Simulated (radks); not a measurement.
The numbers below are computed, except where a source is named.
Task: Successive ionisation energies (eV) of one element, from differences of total energies of ions in their ground configurations, starting at charge 66: 7900.9, 8032.6, 8222.1, 8359.8, 8494.2, 9291.8, 9446.5, 20825, 21192, 21548, 22078, 22455, 22821, 25322, 25712, 102681, 104337. Level of theory: scalar-relativistic Kohn-Sham, r2SCAN, spin-polarised, spherical densities, finite nucleus; open shells are filled with parallel spins first (spin-orbit coupling, left out, can overturn this in heavy ions); meta-GGA in the generalised Kohn-Sham scheme; Fermi nuclear charge, rms radius 5.5211 fm (a radial shooting solver on a logarithmic mesh with Libxc functionals). Which element is it?

Result: Bismuth (Z = 83). The first species listed is Bi66+ in [Ne] 3s2 3p5, the last Bi82+ in 1s1.
